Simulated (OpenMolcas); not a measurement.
# 4d⁴ along the 40-electron sequence

| Property | Result |
| --- | --- |
| Program | OpenMolcas 26.06 |
| Method | MS-CASPT2, IPEA 0.25 Eh, imaginary shift 0.1 Eh |
| Basis | ANO-R3 |
| Scalar Hamiltonian | X2C, finite nucleus |
| Spin-orbit coupling | RASSI with atomic mean-field integrals over the reference wave functions, term energies averaged over their components |

Active space for each ion: 4 electrons in 5 orbitals (4d); closed shells correlated by CASPT2: 4s 4p.

Computed levels in cm-1 above ⁵D₀:

```csv
Level,Tc3+,Ru4+,Rh5+,Pd6+,Ag7+
⁵D₁,346,486,669,894,1210
⁵D₂,941,1295,1738,2260,2960
⁵D₃,1700,2300,3030,3870,4940
⁵D₄,2570,3430,4450,5600,7020
³P₀(1),14280,16420,18280,20040,21600
³H₄,15500,17730,19810,21870,23770
³P₁(1),16060,18830,21430,24000,26530
³H₅,16320,18890,21400,23950,26490
³H₆,17030,19840,22630,25480,28360
weight of ⁵D in the lowest level (%),98,97,96,94,93
```

Mixed levels, with the weight of the term that names them: Pd6+ ³H₄ (73 %), Ag7+ ³H₄ (70 %).

Measured, with the error of the calculation in %. Measured levels: Ag7+ from Atoms 5, 11 (2017), spectra Ag VII to Ag IX.

```tsv
Level	Ag7+
⁵D₁	1340 (-9.7)
⁵D₂	3212 (-7.7)
⁵D₃	5292 (-6.7)
⁵D₄	7443 (-5.7)
³P₀(1)	21309 (+1.4)
³H₄	23302 (+2.0)
³P₁(1)	26526 (0)
³H₅	26250 (+0.9)
³H₆	28185 (+0.6)
```

The fine-structure level ⁵D₄ changes by a factor of 2.73 from Tc3+ to Ag7+. Its fourth root runs 7.12, 7.65, 8.17, 8.65, 9.15, with steps per unit of Z of 0.53, 0.51, 0.48, 0.50; equal steps would mean a (Z - σ)^4 law with constant σ.

³P₀(1) changes by a factor of 1.51 over the same range, with steps per unit of Z of +2140, +1860, +1760, +1560 cm-1.

Term energies are means over components that CASPT2 splits; among the terms shown or strongly mixed into the levels shown the widest spread is 410 cm-1 (4d⁴ ³H, Tc3+). Computed and measured levels are paired by configuration, term and J; levels that our copy of the source lacks, or whose pairing is in doubt (as where it misses far off the trend of its configuration), stay unpaired and out of the deviations. Only configurations of the active space appear.

A number in round brackets counts repeated terms of one configuration in the order of the reference energies.
